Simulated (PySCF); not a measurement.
Species: C7H6 (charge -1 and doublet state).
Bonds: C1–C2, C2–C3 (double), C3–C4, C4–C5, C5–C6 (double), C6–C7, C1–C7, C3–C5. Hydrogens: H8 on C1; H9 on C2; H10, H11 on C4; H12 on C6; H13 on C7.

Computed geometry: GFN2-xTB, gas phase. This method treats the open shell by occupation alone, without spin polarisation.

(1) Give the optimised bond lengths and angles.

Results:

(1) 
```csv
bond,length (pm)
C1–C2,142.2
C2=C3,135.1
C3–C4,148.6
C4–C5,152.0
C5=C6,142.6
C6–C7,137.4
C1–C7,142.3
C3–C5,143.7
"C1–H8, C7–H13",108.9
"C2–H9, C6–H12",109.4
"C4–H10, C4–H11",109.6
```

Bonds in one row agree within 1 pm and their mean is given. A selection of angles:
```csv
angle,degrees
C2–C1–C7,118.1
C2–C1–H8,121.3
C7–C1–H8,119.9
C1–C2–C3,114.7
C1–C2–H9,120.8
C3–C2–H9,124.4
C2–C3–C4,150.4
C2–C3–C5,126.1
C4–C3–C5,62.6
C3–C4–C5,57.1
C3–C4–H10,118.3
C3–C4–H11,119.4
C5–C4–H10,122.5
H10–C4–H11,111.7
C4–C5–C6,137.3
C3–C5–C4,60.2
C3–C5–C6,114.4
C5–C6–C7,116.6
C5–C6–H12,122.4
C6–C7–H13,119.7
C1–C7–C6,122.7
C1–C7–H13,117.5
```

Dihedral angles: C7–C1–C2–C3 -22° (synperiplanar); C1–C2–C3–C4 108° (anticlinal); C2–C3–C4–C5 -116° (anticlinal); C3–C4–C5–C6 95° (anticlinal); C4–C5–C6–C7 -98° (anticlinal); C5–C6–C7–C1 15° (synperiplanar); C2–C1–C7–C6 10° (synperiplanar); C2–C3–C5–C4 147° (anticlinal). The mirror-image conformer, all signs reversed, is as good.

The 3-membered ring C3–C4–C5 has internal angles of 57.1° to 62.6°. C3 (carbon bonded to 3 C) has angles 150.4°, 126.1° and 62.6°, sum 339.2°, 0.30 Å off the plane of its three neighbours. C1 (carbon bonded to 2 C and H) is planar (angles 121.3°, 119.9° and 118.1°, sum 359.3°, 0.06 Å off the plane of its three neighbours). The 6-membered ring C1–C2–C3–C5–C6–C7 has internal angles of 114.4° to 126.1° (sum 713°, against 720° for a flat polygon); it is puckered, 0.11 Å rms from its mean plane, widest ring torsion 26°. C2 (carbon bonded to 2 C and H) is planar (angles 124.4°, 120.8° and 114.7°, sum 360.0°, 0.01 Å off the plane of its three neighbours). The 8 C–C bonds span 1.351 Å (C2=C3, drawn double in a drawing that doesn't fit all lengths) to 1.520 Å (C4–C5, drawn single in a drawing that doesn't fit all lengths), a spread of 0.169 Å.

Point group: C1 (no symmetry element, even within 0.4 Å). GFN2-xTB frequencies: not computed here. Whether the extra electron is bound in the gas phase wasn't checked; a finite basis holds it in any case.
